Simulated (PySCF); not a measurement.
Method: TPSSh-D3(BJ)/def2-TZVP // PBE-D3(BJ)/def2-SVP (PySCF). Gas-phase values, no solvent. One relaxed conformer stands for a flexible species; it need not be the lowest. 

Reference species: [Au(CNH)(H)] (neutral, multiplicity 1).

* **HOMO–LUMO gap**: 4.80 eV
* **mean distance from the central atom to its bonded neighbours**: 1.806 Å
* **LUMO**: -1.69 eV

Changed species: [Au(H2O)(OH)] (L = H2O, X = OH; the reference has L = CNH, X = H).

### Question
Give the shifts of the HOMO–LUMO gap, mean distance from the central atom to its bonded neighbours and LUMO.

### Answer
the HOMO–LUMO gap drops by 0.74 eV, to 4.06 eV; the mean distance from the central atom to its bonded neighbours increases by 0.255 Å, to 2.061 Å; the LUMO increases by 0.06 eV, to -1.63 eV.
